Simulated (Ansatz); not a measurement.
`CC(C)(C)CS` and `C=C(C)CC(C)(C)C` differ in one atom or group.

Ansatz, PBE0-D4/def2-TZVP geometries, multiplicity 1. Each molecule was computed in one conformer, which needn't be the lowest.

| property | `CC(C)(C)CS` |
| --- | --- |
| LUMO energy (B3LYP/def2-TZVPP) / eV | 0.21 |
| HOMO–LUMO gap (B3LYP/def2-TZVPP) / eV | 6.72 |
| LUMO energy (PBE/def2-TZVPP) / eV | -0.39 |
| HOMO energy (PBE/def2-TZVPP) / eV | -5.52 |
| HOMO energy (PBE0/def2-TZVPP) / eV | -6.75 |
| LUMO energy (PBE0/def2-TZVPP) / eV | 0.51 |

Q: What does the change do to each property? (An estimate is asked.)

A: Computed: 
```csv
property,`C=C(C)CC(C)(C)C`,shift
LUMO energy (B3LYP/def2-TZVPP) / eV,0.14,-0.07
HOMO–LUMO gap (B3LYP/def2-TZVPP) / eV,6.89,0.17
LUMO energy (PBE/def2-TZVPP) / eV,-0.63,-0.24
HOMO energy (PBE/def2-TZVPP) / eV,-5.87,-0.35
HOMO energy (PBE0/def2-TZVPP) / eV,-6.96,-0.21
LUMO energy (PBE0/def2-TZVPP) / eV,0.38,-0.13
```

With PBE0 the HOMO falls by 0.21 eV and the LUMO falls by 0.13 eV, so the gap widens by about 0.08 eV. PBE moves the HOMO by -0.35 eV and ωB97M-V by -0.21 eV.

B3LYP here is the variant with VWN-RPA as its local correlation; programs differ in this.
